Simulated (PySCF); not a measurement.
NMR data simulated for an unnamed compound:

$^{1}$H NMR (400 MHz, computed): δ 7.06 (m, 1H), 6.40 (m, 1H), 5.53 (m, 1H), 4.87 (m, 1H), 1.97 (d, 1H).

$^{13}$C{$^{1}$H} NMR (computed): δ 187.8 (C), 155.3 (CH), 130.6 (CH), 122.1 (CH), 105.5 (CH), 82.1 (C).

Method: shielding tensors at PBE0/pcSseg-1 (GIAO), coordinates at the GFN2-xTB level, in PySCF (one conformer, isolated molecule, relativity neglected).

Chemical shifts δ = σref − σ; TMS for $^{1}$H, $^{13}$C, all at this level.

Problem. Which of these does the molecule contain: a non-aromatic C=C double bond, a Si–H bond, a C≡C triple bond, a Si–CH3 group, an aldehyde, a (CH3)2CH unit?

Solution. 
- A non-aromatic C=C double bond: yes.
- A Si–H bond: yes (δH 4.87 (m)).
- A C≡C triple bond: yes (δC 105.5, 82.1; δH 1.97 (d)).
- A Si–CH3 group: no.
- An aldehyde: no.
- A (CH3)2CH unit: no.

The data belong to `C#C[Si@@H]1C=CC=C1F`, C$_{6}$H$_{5}$FSi; they needn't prove each group on their own.

Carbon signals by region: 1 in the far downfield region (above 160 ppm), 4 in the sp2 and nitrile region (100–160 ppm), 1 at 50–100 ppm. Above 160 ppm: 187.8, fully substituted alkene carbon.

Splittings by $^{19}$F in the carbon and heteronuclear signals aren't shown, as no couplings were computed. Shifts are as computed. Against solution values, carbons near 30 ppm lie about +3 ppm off and those near 130 ppm about +5 ppm. Of 1211 compounds with measured shifts, 218 miss one by over three times the rms of a fit or turn the order of signals round; such compounds aren't used in these exercises. No couplings were computed; multiplicities are counted from neighbouring protons, with m where these are inequivalent, close in shift, in a saturated or five-membered ring or joined by F or P, and br s for small geminal =CH2 splittings.
